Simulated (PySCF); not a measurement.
Below is a simulated gas-phase C 1s photoelectron spectrum of `C1COC[C@@H]([SiH2]1)Cl`.

Every computed line was given a Gaussian of 0.8 eV full width at half maximum and an area set by the number of equivalent atoms; the highest printed point is 100. Theory: PySCF 2.14.0, delta-SCF UKS SCAN, pcX-2 on the ionised atom, pcseg-1 elsewhere, spin-free X2C.

(binding energy (eV), intensity): (289.3, 0), (289.4, 1), (289.5, 1), (289.6, 3), (289.7, 5), (289.8, 9), (289.9, 15), (290.0, 22), (290.1, 31), (290.2, 39), (290.3, 45), (290.4, 49), (290.5, 48), (290.6, 43), (290.7, 37), (290.8, 30), (290.9, 25), (291.0, 24), (291.1, 26), (291.2, 31), (291.3, 39), (291.4, 46), (291.5, 52), (291.6, 56), (291.7, 59), (291.8, 63), (291.9, 68), (292.0, 76), (292.1, 86), (292.2, 95), (292.3, 100), (292.4, 99), (292.5, 90), (292.6, 76), (292.7, 59), (292.8, 42), (292.9, 27), (293.0, 16), (293.1, 9), (293.2, 5), (293.3, 2), (293.4, 1), (293.5, 0)

Question: How many maxima does the curve show, and how many computed lines lie under it?

Answer: The curve has 2 maxima (at 290.4 and 292.3 eV). Under it lie 4 lines from 4 inequivalent carbon sites. At this width some lines have no maximum of their own.

Question: Decompose the envelope and assign each component. Numbering: `[Cl:1][C@H:2]1[CH2:3][O:4][CH2:5][CH2:6][SiH2:7]1`.

Answer: 
| position (eV) | relative area | line | atoms | environment |
| --- | --- | --- | --- | --- |
| 290.42 | 1 | C 1s | C6 | sp3 carbon bound to silicon |
| 291.56 | 1 | C 1s | C2 | sp3 C–Cl carbon |
| 292.36 | 1 | C 1s | C5 | sp3 carbon bound to oxygen |
| 292.36 | 1 | C 1s | C3 | sp3 carbon bound to oxygen |

The listed C 1s values span 1.94 eV, from C6 (bonded to C, 2 H and Si) to C3 (bonded to O, C and 2 H). Summing the Pauling electronegativity differences to the bonded atoms, each weighted by its formal bond order, gives -1.35 for the lowest site and +0.19 for the highest; no listed site has a larger sum than the highest. The values 292.36 and 292.36 eV lie too close for their order to be trusted.

The curve has no shake-up lines and no vibrational structure. Geometry: PBE0-D3(BJ)/def2-SVP, one conformer, isolated molecule.
